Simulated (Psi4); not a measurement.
Two rigid molecules brought together: C3H8 ··· H2Se (SMILES CCC and [SeH2]). Monomers: optimised at B3LYP-D3(BJ) (def2-TZVP), held rigid. Orientation: lowest of the rigid-body minima from ten starts at GFN2-xTB. The monomers approach along the line of their centres of mass (distance R); nothing else relaxes.

Computed with Psi4 with SAPT0/jun-cc-pVDZ, frozen core.

Components in kJ/mol:

```
R / Å  electrostatics  exchange  induction  dispersion  total
-----  --------------  --------  ---------  ----------  -----
3.24           -24.96     78.17     -10.47      -24.61  18.13
3.41           -14.79     47.13      -6.28      -18.34   7.71
3.64            -7.17     23.44      -3.12      -12.51   0.64
3.82            -4.00     13.44      -1.80       -9.36  -1.72
3.99            -2.27      7.90      -1.07       -7.18  -2.62
4.19            -1.13      4.20      -0.58       -5.30  -2.81
4.53            -0.28      1.42      -0.21       -3.24  -2.32
4.83            -0.03      0.54      -0.09       -2.15  -1.74
5.33             0.07      0.10      -0.03       -1.14  -1.00
6.04             0.06      0.01      -0.01       -0.52  -0.45
7.01             0.04      0.00       0.00       -0.20  -0.17
8.29             0.02      0.00       0.00       -0.07  -0.05
```
